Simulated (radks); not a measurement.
Polarisability of the titanium ion Ti2+, [Ar] 3d2, at imaginary frequency. All-electron calculation, non-relativistic Kohn-Sham, LDA (Slater exchange, VWN5 correlation), spin-unpolarised, spherical densities, point nucleus. Program: a radial shooting solver on a logarithmic mesh with Libxc functionals. Response by self-consistent Sternheimer equations with the Hartree and adiabatic LDA kernel.

| w (hartree) | alpha1(iw) (bohr^3) |
|---|---|
| 0.00266 | 5.327 |
| 0.0143 | 5.322 |
| 0.0360 | 5.291 |
| 0.0697 | 5.198 |
| 0.118 | 4.987 |
| 0.186 | 4.620 |
| 0.280 | 4.112 |
| 0.413 | 3.532 |
| 0.605 | 2.929 |
| 0.892 | 2.304 |
| 1.35 | 1.651 |
| 2.12 | 1.012 |
| 3.59 | 0.4920 |
| 6.94 | 0.1746 |
| 17.5 | 0.03818 |

Static values: alpha1 = 5.327 bohr^3 (0.7894 angstrom^3; uncoupled 6.738). C6 = 15.92, triple-dipole C9 = 54.38 atomic units. One-pole (London) frequency 4 C6 / (3 alpha1^2) = 0.748 hartree, against 0.737 for minus the highest occupied eigenvalue. The dipole shielding factor is 0.909, as the force sum rule N/Z = 0.909 demands.
